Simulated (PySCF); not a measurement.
Precursor series Ti Br-H. Isolated molecules, 0 K electronic values unless said otherwise.

Computed with B3LYP-D3(BJ)/def2-TZVP // TPSS-D3(BJ)/def2-SVP (PySCF). B3LYP has the VWN-RPA correlation part, as in Gaussian. 

| species | LUMO (eV) | HOMO (eV) |
|---|---|---|
| 0 of 4 Br replaced by H | -3.98 | -8.50 |
| 2 of 4 Br replaced by H ([Ti(Br)2(H)2]) | -3.67 | -8.83 |
| 3 of 4 Br replaced by H ([Ti(Br)(H)3]) | -3.42 | -8.79 |
| 4 of 4 Br replaced by H | -3.23 | -8.64 |
